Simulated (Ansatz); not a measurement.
Reaction (formal exchange of groups at the Al–Te bond): `[CH3][Al]([CH3])[TeH]` + `CCSC(C)C` → `CC(C)[S][Al]([CH3])[CH3]` + `CC[TeH]`

Gas-phase electronic energies from Ansatz, PBE0-D4/def2-TZVP geometries. CBS: MP2 limit from def2 TZ/QZ plus the TZ coupled-cluster correction, frozen cores. Functionals use def2-TZVPP. B3LYP here is the variant with VWN-RPA as its local correlation; programs differ in this. HSE06 is defined as in plane-wave codes. Elements past krypton have def2 core potentials. For Te outer-core shells are correlated without core-valence functions, which leaves a few kJ/mol of doubt a bond. Each species was taken in one conformer, which may not be the lowest.

```csv
level,ΔE (kJ/mol),difference from CCSD(T)/CBS
PBE-D4,4.4,1.8
revPBE-D4,3.1,0.5
BLYP-D4,-3.6,-6.2
r2SCAN-D4,3.7,1.1
PBE0-D4,8.0,5.4
B3LYP-D4,0.5,-2.1
r2SCANh-D4,5.3,2.7
r2SCAN0-D4,7.7,5.1
HSE06-D4,8.0,5.4
BHLYP-D4,4.6,2.0
CAM-B3LYP-D4,3.3,0.7
ωB97X-V,5.8,3.2
ωB97M-V,4.3,1.7
PBE-QIDH,8.7,6.1
PBE,5.5,2.9
revPBE,4.0,1.4
BLYP,-1.4,-4.0
r2SCAN,4.0,1.4
PBE0,9.0,6.4
B3LYP,2.4,-0.2
r2SCANh,5.6,3.0
r2SCAN0,8.1,5.5
HSE06,9.0,6.4
BHLYP,6.2,3.6
CAM-B3LYP,4.4,1.8
LC-ωPBE,9.2,6.6
RPA@PBE/def2-TZVPP,-1.1,-3.7
HF/def2-SVP,12.5,9.9
MP2/def2-SVP,8.7,6.1
CCSD(T)/def2-SVP,8.7,6.1
HF/def2-TZVPP,9.8,7.2
MP2/def2-TZVPP,2.5,-0.1
SCS-MP2/def2-TZVPP,1.1,-1.5
CCSD/def2-TZVPP,2.6,0.0
CCSD(T)/def2-TZVPP,1.3,-1.3
HF/def2-QZVPP,9.2,6.6
MP2/def2-QZVPP,3.0,0.4
HF/CBS(def2),9.1,6.5
MP2/CBS(def2),3.7,1.1
CCSD/CBS(def2),3.9,1.3
CCSD(T)/CBS,2.6,0
```

Largest T1 diagnostic among the species: 0.010.

Leaving LDA and LC-ωPBE aside and taking each functional with its dispersion term where it has one, the values spread over 12.2 kJ/mol, from BLYP-D4 to PBE-QIDH. LDA lies +5.5 kJ/mol from PBE without D4. In def2-TZVPP, CCSD(T) changes the Hartree–Fock value by −8.5 kJ/mol (the triples alone add −1.3 kJ/mol) and MP2 by −7.4 kJ/mol. From BLYP to BHLYP (50 % exact exchange), in def2-TZVPP and without D4, ΔE moves by +7.6 kJ/mol.
